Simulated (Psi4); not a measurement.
Noncovalent pair: SiH4 (SMILES [SiH4]) (first 5 atoms) with N2 (SMILES N#N); geometry from B3LYP-D3(BJ)/def2-TZVP, rigid monomers moved along the line of their centres of mass till Si1···N7 is 6.35 Å.
(charge 0, multiplicity 1):
```xyz
7

Si     0.0824     0.1487    -0.1899
H      0.4002     0.4069    -1.6132
H      0.2577     1.3973     0.5851
H      0.9960    -0.8907     0.3350
H     -1.3175    -0.3157    -0.0744
N     -0.2277    -0.7372     7.0830
N     -0.5979    -0.7498     6.0571
```

Method: SAPT0/jun-cc-pV(D+d)Z (Psi4 1.11).

Task: Which attractive term is largest, and how does the interaction split up?

Result: electrostatics -0.4, exchange 0.0, induction 0.0, dispersion -1.0, total -1.4 meV; the largest attraction is dispersion.
